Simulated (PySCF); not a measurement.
Field gradients from PBE0/pcSseg-1 densities (PySCF, non-relativistic) at PBE0-D3(BJ)/def2-SVP geometries, isolated species, one conformer each; χzz is the principal value of largest magnitude, with Q(14N) = 0.02044 b, Q(35Cl) = −0.0817 b. The small basis limits the accuracy of the gradients.

Question: Rank these 14N sites by the size of the quadrupole coupling, smallest first.
A. The nitrogen bound to a thiocarbonyl carbon of `C=CC(=C)CNC(C)=S`
B. The cyano nitrogen of `N#CB(P)Cl`
C. The nitrile nitrogen of `N#CCCC#N`

Answer: A (4.130 MHz), C (4.605 MHz), B (5.418 MHz).

Q: These 35Cl couplings (χzz in MHz, η) are listed in rising order: (-79.89, 0.03); (-72.69, 0.02); (-43.01, 0.72). Assign them to: the alkyl chlorine of `F/C=C(\F)CCl`; the alkyl chlorine of `C=CC[C@@H]1[SiH2]OC[C@@H]1Cl`; the chlorine bonded to B of `N#CB(P)Cl`.

A: -79.89 MHz, η 0.03: the alkyl chlorine of `F/C=C(\F)CCl`; -72.69 MHz, η 0.02: the alkyl chlorine of `C=CC[C@@H]1[SiH2]OC[C@@H]1Cl`; -43.01 MHz, η 0.72: the chlorine bonded to B of `N#CB(P)Cl`.

All sites together:

```tsv
nucleus	site	Vzz (au)	η	χzz (MHz)
14N	the nitrile nitrogen of N#CCCC#N	-0.959	0.07	-4.605
14N	the cyano nitrogen of N#CB(P)Cl	-1.128	0.29	-5.418
14N	the nitrogen bound to a thiocarbonyl carbon of C=CC(=C)CNC(C)=S	-0.860	0.04	-4.130
35Cl	the alkyl chlorine of F/C=C(\F)CCl	4.162	0.03	-79.89
35Cl	the alkyl chlorine of C=CC[C@@H]1[SiH2]OC[C@@H]1Cl	3.787	0.02	-72.69
35Cl	the chlorine bonded to B of N#CB(P)Cl	2.240	0.72	-43.01
```
